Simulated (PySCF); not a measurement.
SiHCl, SMILES Cl[SiH] (connectivity only; charge and spin as stated), neutral, multiplicity 1.

Coordinates come from a PBE-D3(BJ)/def2-TZVP optimisation. The isomer is the one that the SMILES or the coordinates give; other isomers of the formula were not compared.

These are PBE/def2-TZVPD (PySCF) values and carry that method's errors.

Symmetry labels are those of the subgroup Cs that the program uses (full group Cs).

Computed valence orbital energies around the gap with their symmetry:
| orbital | symmetry | energy (eV) |
|---|---|---|
| HOMO−7 | A' | -95.50 |
| HOMO−6 | A' | -95.34 |
| HOMO−5 | A' | -20.67 |
| HOMO−4 | A' | -12.60 |
| HOMO−3 | A' | -9.33 |
| HOMO−2 | A" | -8.60 |
| HOMO−1 | A' | -8.28 |
| HOMO | A' | -5.98 |
| LUMO | A" | -3.88 |
| LUMO+1 | A' | -1.16 |
| LUMO+2 | A' | -0.15 |
| LUMO+3 | A' | 0.49 |
